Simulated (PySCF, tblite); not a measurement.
Calculations on `N[Si@@H]1CC[CH][SiH2]1` [radical], in the order of a workflow; each names the level of the geometry that it ran on. Settings lines and outputs come from a driver script.

Compound: C₃H₁₀NSi₂ (doublet state).
SMILES with atom numbers: `[NH2:1][Si@@H:2]1[CH2:3][CH2:4][CH:5][SiH2:6]1` (hydrogens: H7, H8 on N1; H9 on Si2; H10, H11 on C3; H12, H13 on C4; H14 on C5; H15, H16 on Si6)

Step 1: GFN2-xTB geometry optimisation, gas phase (tblite 0.8.0) (from a force-field or distance-geometry start)
```json
{"job": {"kind": "relax", "xc": "GFN2-xTB", "basis": "xTB"}, "charge": 0, "multiplicity": 2}
```
```
step      E/eV     max force
  0    -484.16339    1.661
  1    -484.31815    0.763
  2    -484.38535    0.555
...
130    -484.86904    0.041
131    -484.86920    0.036
132    -484.86927    0.019
133    -484.86930    0.013
134    -484.86932    0.010
```

Energy lowered by 16.3 kcal/mol over 134 steps; largest atomic force 0.010 eV/Å at the end. «max force» is the largest atomic force in eV/Å.

Step 2: GFN2-xTB harmonic vibrations, gas phase (tblite 0.8.0) (on the GFN2-xTB geometry)
```json
{"job": {"kind": "ir", "xc": "GFN2-xTB", "basis": "xTB"}, "charge": 0, "multiplicity": 2}
```
```
(table of modes left out)
```

42 modes from 77 to 3504 cm⁻¹ (unscaled, harmonic); zero-point energy 74.5 kcal/mol; all wavenumbers are real at this level.

Step 3: UKS B3LYP, pcH-1 on C H N Si, non-relativistic, mean-field spin-orbit, GIAO (PySCF 2.14.0) (on the GFN2-xTB geometry)
```json
{"job": {"kind": "epr", "basis": "pcH-1"}, "charge": 0, "multiplicity": 2}
```
```
...
E = -754.08837600 Eh   <S^2> = 0.7540 (exact 0.7500)
g shifts (ppm)      1          2          3
  rmc          -124       -124       -124
  gc              3         20         16
  oz_so         229        420        783
  total         108        316        675
hyperfine (MHz)  atom isotope    a_iso     a_fc   dipolar eigenvalues
    0   14N       0.08       0.08     -0.18      0.02      0.16
    1  29Si       0.20       0.19     -2.40      0.65      1.75
    2   13C       4.50       4.50     -1.07     -0.74      1.81
    3   13C     -29.82     -29.83     -2.94      0.80      2.14
    4   13C      87.38      87.48    -73.37    -72.26    145.63
    5  29Si      46.93      47.01     -3.12      0.29      2.83
    6    1H       0.04       0.04     -1.33     -1.11      2.44
    7    1H       0.44       0.44     -0.71     -0.56      1.27
    8    1H       4.79       4.79     -1.04     -0.81      1.85
    9    1H      -2.43      -2.43     -2.72     -2.31      5.03
   10    1H      -1.21      -1.21     -1.78     -1.45      3.23
   11    1H     144.29     144.29     -5.76     -2.71      8.47
   12    1H      90.82      90.81     -5.21     -3.79      8.99
   13    1H     -53.99     -54.01    -34.69     -0.97     35.66
   14    1H      97.40      97.40     -3.38     -1.63      5.02
...
```

⟨S²⟩ 0.754; g_iso 2.0027. rmc, gc and oz_so are the mass-correction, gauge-correction and orbital-Zeeman/spin–orbit parts of the g shift along its three principal axes; a_iso is the isotropic hyperfine coupling and a_fc its Fermi-contact part. The log counts atoms from 0, this text from 1.

Task: Which step took the most CPU time, and about what did each take on one thread of an Arm Neoverse V2, no GPU (shared host)?

Result: Step 3, about 98 % of the total. CPU time by step: 1: 0.78 s, 2: 0.46 s, 3: 65 s.

Geometry of the electronic-property runs (GFN2-xTB):
```
atom  x, y, z in Å
N1     2.3339    0.0167   -0.6345
Si2    1.1575    0.0638    0.6372
C3    -0.0933   -1.3478    0.3079
C4    -1.2354   -0.8465   -0.5766
C5    -1.6576    0.5489   -0.2847
Si6   -0.5260    1.6569    0.6665
H7     2.0131   -0.0366   -1.5884
H8     3.1149    0.6501   -0.5818
H9     1.9601   -0.2028    1.8365
H10   -0.5037   -1.6570    1.2697
H11    0.3617   -2.2306   -0.1388
H12   -0.9254   -0.9065   -1.6318
H13   -2.1022   -1.5165   -0.4953
H14   -2.5202    0.8954   -0.8374
H15   -1.0227    1.9507    2.0237
H16   -0.3623    2.9707    0.0163
```

 (This holds for the electronic-property runs.)

One conformer stands for the species.
